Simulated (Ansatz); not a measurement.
The cluster SiW₃. Charge 0, multiplicity 1. Geometry PBE-D4/def2-SVP, basis def2-TZVP, Ansatz.

```xyz
4

W     0.724   -0.197    1.194
W    -0.660    0.238   -1.223
W     1.394    0.899   -0.636
Si   -1.458   -0.940    0.666
```

```csv
run,HOMO (eV),LUMO (eV)
A,-3.70,-3.22
B,-3.73,-3.05
C,-6.34,-0.85
D,-4.35,-2.60
E,-3.99,-2.95
```

In the def2 sets W takes a core potential; there is no spin–orbit coupling. LC-ωPBE has ω = 0.4 bohr⁻¹. HSE06 is defined as in plane-wave codes, on full-range PBE exchange. No other spin state of charge 0 was run. Another isomer (singlet) lies 1.56 eV lower at PBE0-D4/def2-TZVP; other spin states weren't run for this one.

The runs used HSE06, LC-ωPBE, PBE, PBE0, r2SCAN. Estimate which is which.

A PBE (0 % exact exchange); B r2SCAN (0 % exact exchange); C LC-ωPBE (range-separated); D PBE0 (25 % exact exchange); E HSE06 (range-separated). Exact exchange lowers occupied and raises empty levels; among semilocal functionals meta-GGAs tend to open the gap a little, and such runs are hard to tell apart. The gap grows from 0.48 eV (PBE) to 5.49 eV (LC-ωPBE). The restricted singlet is unstable towards broken spin symmetry in Hartree–Fock (as tested in another run); at PBE-D4/def2-TZVP, r2SCAN-D4/def2-TZVP, LC-ωPBE/def2-TZVP, PBE0-D4/def2-TZVP and others this wasn't settled.
